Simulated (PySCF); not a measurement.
Technetium: highly charged ions in a basis for the neutral atom

Tc(9+) [Ar] 3d10 4s2 4p4, Tc(10+) [Ar] 3d10 4s2 4p3. All numbers are calculated (PySCF 2.14, scalar relativity through the core potential, in def2-SVP with the def2 core potential (28 electrons)). No spin-orbit coupling, so a gap to NIST mixes the basis error with missing relativistic terms.

Changed run: basis of the neutral atom used for a highly charged ion. This setting is unsound on purpose.

```json
{"species": "Tc(9+)", "method": "UHF", "sound run (hartree)": "not run", "changed run (hartree)": "-56.77275", "converged": "yes"}
{"species": "Tc(9+)", "method": "MN15", "sound run (hartree)": "not run", "changed run (hartree)": "-56.92820", "converged": "yes"}
{"species": "Tc(9+)", "method": "PBE", "sound run (hartree)": "not run", "changed run (hartree)": "-57.01174", "converged": "yes"}
{"species": "Tc(10+)", "method": "UHF", "sound run (hartree)": "not run", "changed run (hartree)": "-49.75870", "converged": "yes"}
{"species": "Tc(10+)", "method": "MN15", "sound run (hartree)": "not run", "changed run (hartree)": "-49.83219", "converged": "yes"}
{"species": "Tc(10+)", "method": "PBE", "sound run (hartree)": "not run", "changed run (hartree)": "-49.94281", "converged": "yes"}
```

Ionisation energy of Tc(9+):

```json
{"method": "UHF", "changed run (eV)": "190.86", "NIST (eV)": "189.9 ± 2.2"}
{"method": "MN15", "changed run (eV)": "193.09", "NIST (eV)": "189.9 ± 2.2"}
{"method": "PBE", "changed run (eV)": "192.36", "NIST (eV)": "189.9 ± 2.2"}
```

The contracted functions were made for the neutral atom and can be too rigid for a highly charged ion.
